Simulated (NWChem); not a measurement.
System: MgO; SMILES [O]=[Mg]

```xyz
2

Mg     0.0000     0.0000    -0.7071
O      0.0000     0.0000     1.0356
```
Atoms are numbered in this order, from 1.

All runs: NWChem. Structure relaxed at the B3LYP/6-31G* (spherical d) level. Ions are spin-unrestricted doublets at the neutral geometry; other ion states weren't tried.

Among these, which level gives the lowest value of “vertical ionisation energy, ΔSCF (eV)”?
(A) Hartree-Fock/aug-pcseg-1
(B) Hartree-Fock/pcseg-1
(C) Hartree-Fock/def2-TZVPP
(D) Hartree-Fock/3-21G

D, Hartree-Fock/3-21G. Values: Hartree-Fock/3-21G 4.61; Hartree-Fock/pcseg-1 4.89; Hartree-Fock/def2-TZVPP 5.00; Hartree-Fock/aug-pcseg-1 5.01
